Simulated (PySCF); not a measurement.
FSn (SMILES [F][Sn]), doublet, at a GFN2-xTB geometry (such geometries of metal compounds can be far from the true shape) (the spin is typed, not shown lowest) (all electrons, no relativity). Base run: B3LYP/3-21G (PySCF).

PySCF was given this input:
```python
from pyscf import gto, scf, dft

mol = gto.M(
    atom='''
Sn   -0.000000   -0.000000   -0.313679
F     0.000000    0.000000    1.742662
''',
    basis='3-21g',
    charge=0,
    spin=1,
    verbose=4,
)

mf = dft.UKS(mol)
mf.xc = 'b3lyp'
mf.kernel()
```

Each row names what was changed in the base input (with any setting that the change needs).

```json
[
 {"change": "base", "E (Eh)": "-6098.13482", "HOMO (eV)": "-4.28", "dipole (D)": "2.13", "<S^2>": "0.750"},
 {"change": "functional = pbe", "E (Eh)": "-6097.46460", "HOMO (eV)": "-3.50", "dipole (D)": "1.72", "<S^2>": "0.751"},
 {"change": "functional = revpbe", "E (Eh)": "-6097.73999", "HOMO (eV)": "-3.49", "dipole (D)": "1.74", "<S^2>": "0.751"},
 {"change": "functional = pbe0; dispersion = d3zero", "E (Eh)": "-6097.63433", "HOMO (eV)": "-4.58", "dipole (D)": "2.22", "<S^2>": "0.751"},
 {"change": "functional = b3lyp5", "E (Eh)": "-6097.89902", "HOMO (eV)": "-4.19", "dipole (D)": "2.12", "<S^2>": "0.750"},
 {"change": "functional = hf", "E (Eh)": "-6095.19275", "HOMO (eV)": "-6.95", "dipole (D)": "3.09", "<S^2>": "0.753"},
 {"change": "functional = pbe0", "E (Eh)": "-6097.63432", "HOMO (eV)": "-4.58", "dipole (D)": "2.22", "<S^2>": "0.751"},
 {"change": "functional = pw6b95", "E (Eh)": "-6100.16366", "HOMO (eV)": "-4.53", "dipole (D)": "2.29", "<S^2>": "0.751"},
 {"change": "functional = b3lyp; dispersion = d3bjm", "E (Eh)": "-6098.13654", "HOMO (eV)": "-4.28", "dipole (D)": "2.13", "<S^2>": "0.750"},
 {"change": "functional = m06l", "E (Eh)": "-6097.93603", "HOMO (eV)": "-3.52", "dipole (D)": "2.02", "<S^2>": "0.750"},
 {"change": "functional = x3lyp", "E (Eh)": "-6097.95076", "HOMO (eV)": "-4.30", "dipole (D)": "2.15", "<S^2>": "0.750"},
 {"change": "functional = mn12l", "E (Eh)": "-6093.89995", "HOMO (eV)": "-3.72", "dipole (D)": "2.01", "<S^2>": "0.752"},
 {"change": "functional = bhandhlyp", "E (Eh)": "-6098.08297", "HOMO (eV)": "-5.38", "dipole (D)": "2.64", "<S^2>": "0.751"}
]
```

Totals shift with the method and basis; they matter in differences.

Open shells are given as the SCF converged; they aren't shown to be the lowest states, and a large step between rows can be another state.
